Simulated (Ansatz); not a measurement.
Relaxation of BFH₂In (5 atoms, charge 0, multiplicity 2), to a largest force component of 0.015 eV/Å in at most 40 steps.

The calculation used Ansatz 0.2.0, UKS BHLYP/def2-SVP.

```xyz
5
Properties=species:S:1:pos:R:3
F 0.179 -1.880 1.341
B 1.063 -0.979 1.143
In -0.013 0.562 -0.378
H -1.443 -0.046 -1.369
H 0.214 2.342 -0.737
```

Task: Where does it end, and by what steps?

Result: The forces met the threshold. After 13 steps the energy has fallen by 0.579 eV; F1 moved furthest, 0.71 Å.

```json
{"step": "0", "energy less start (eV)": "0.0000", "largest force component (eV/Å)": "0.874", "accepted": "yes"}
{"step": "1", "energy less start (eV)": "-0.1950", "largest force component (eV/Å)": "1.407", "accepted": "yes"}
{"step": "2", "energy less start (eV)": "-0.2751", "largest force component (eV/Å)": "1.611", "accepted": "yes"}
{"step": "3", "energy less start (eV)": "-0.3722", "largest force component (eV/Å)": "1.219", "accepted": "yes"}
{"step": "4", "energy less start (eV)": "-0.4727", "largest force component (eV/Å)": "0.658", "accepted": "yes"}
{"step": "5", "energy less start (eV)": "-0.5314", "largest force component (eV/Å)": "0.263", "accepted": "yes"}
{"step": "6", "energy less start (eV)": "-0.5063", "largest force component (eV/Å)": "0.965", "accepted": "no"}
{"step": "7", "energy less start (eV)": "-0.5686", "largest force component (eV/Å)": "0.204", "accepted": "yes"}
{"step": "8", "energy less start (eV)": "-0.5537", "largest force component (eV/Å)": "1.088", "accepted": "no"}
{"step": "9", "energy less start (eV)": "-0.5742", "largest force component (eV/Å)": "0.104", "accepted": "yes"}
{"step": "10", "energy less start (eV)": "-0.5778", "largest force component (eV/Å)": "0.168", "accepted": "yes"}
{"step": "11", "energy less start (eV)": "-0.5787", "largest force component (eV/Å)": "0.127", "accepted": "yes"}
{"step": "12", "energy less start (eV)": "-0.5790", "largest force component (eV/Å)": "0.048", "accepted": "yes"}
{"step": "13", "energy less start (eV)": "-0.5790", "largest force component (eV/Å)": "0.004", "accepted": "yes"}
```

```xyz
5
Properties=species:S:1:pos:R:3
F 0.675 -1.730 1.830
B 0.614 -1.012 0.775
In -0.340 0.580 -0.464
H -1.355 0.034 -1.740
H 0.407 2.129 -0.402
```

Whether the end is a true minimum wasn't checked by a vibrational analysis.

The run took 53 s on 1 thread of AMD EPYC 7R43 64-Core Processor (Zen 3), on a shared host, peak memory 0.18 GiB.
